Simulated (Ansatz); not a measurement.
Worked example: the enthalpy of formation of NBrO (nitrosyl bromide)

The species is NBrO (3 atoms), meant as a singlet with charge 0. SMILES: `O=NBr`. The shape is that of a PBE0-D4/def2-TZVP optimisation.

```xyz
3

O     0.9418   -0.6468    0.4485
N    -0.0449   -0.6365   -0.0929
Br   -0.8968    1.2833   -0.3556
```

Total energies at wB97M-V/def2-TZVP (Ansatz 0.2.0); the atoms run unrestricted:

```tsv
species	state	energy (Eh)
NBrO	singlet	-2703.927412
O	triplet	-75.077171
N	quartet	-54.592610
Br	doublet	-2573.967826
```

Harmonic wavenumbers at PBE0/aug-cc-pVTZ, in cm⁻¹: 287, 586, 1938.

Measured heats of formation of the gaseous atoms at 298.15 K, in kJ/mol: O 249.2, N 472.4, Br 111.9. Spin-orbit lowering of the atoms at 298 K (mean of the ground term's levels less their thermal mean, from spectra), in kJ/mol: O 0.40, Br 14.69. Take 1 Eh = 2625.50 kJ/mol, 1 cm⁻¹ = 0.0119627 kJ/mol, RT = 2.479 kJ/mol.

**Question.** What heat of formation follows?

**Answer.** 
1. Electronic atomisation energy: (-75.077171) + (-54.592610) + (-2573.967826) − (-2703.927412) = 0.289805 Eh = 760.9 kJ/mol.
2. Zero-point energy: half the sum of the wavenumbers, 1405.5 cm⁻¹ = 16.8 kJ/mol.
3. Thermal vibrational enthalpy, Σ hcν̃/(exp(hcν̃/kT) − 1): 1.6 kJ/mol. Translation, rotation and pV of a non-linear molecule: 4 RT = 9.9 kJ/mol.
4. The 3 free atoms carry 5/2 RT each: 18.6 kJ/mol.
5. Spin-orbit coupling lowers the free atoms by 0.40 + 14.69 = 15.1 kJ/mol.
6. Atomisation enthalpy at 298 K: 760.9 − 15.1 − 16.8 − 1.6 − 9.9 + 18.6 = 736.1 kJ/mol.
7. Sum of the atoms' heats of formation: 833.5 kJ/mol. Heat of formation: 833.5 − 736.1 = +97.4 kJ/mol.

The tabulated value is +82.1 kJ/mol (NIST-JANAF tables), so this level is off by +15.3 kJ/mol, or 2.0 % of the atomisation enthalpy that the table implies (751.4 kJ/mol). Relativity is left out. Anharmonicity and any spin-orbit splitting of the molecule are left out.
